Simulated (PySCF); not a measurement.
Level of theory: PBE0 in PySCF with Co def2-SVP, S def2-SVP; no relativity; density-fitted integrals.

Each entry is the lowest minimum that a search over a few typed start shapes (and spin states, where more than one is plausible) found, or that minimum re-optimised at the stated level; isomers with ligand–ligand bonds, or fragments after loss of a ligand pair, can lie lower. Open shells are unrestricted.

CoS₂ is a quartet of C2v symmetry with Co–S 2.137 Å (×2), S–S 2.195 Å; Co–S–S 59.1° (×2), S–Co–S 61.8°. Its wavenumbers are 314, 326, 494 cm⁻¹.

(1) What changes when one electron is removed, giving CoS₂⁺?

Results:

(1) It costs 7.31 eV between the minima (7.32 eV with zero-point energy). CoS₂⁺ is a quintet of C2v symmetry with Co–S 2.248 Å (×2), S–S 2.024 Å; Co–S–S 63.2° (×2), S–Co–S 53.5°; wavenumbers 274, 315, 595 cm⁻¹.

Open d and f shells are described by one determinant, and the ground state may have another occupation or spin.
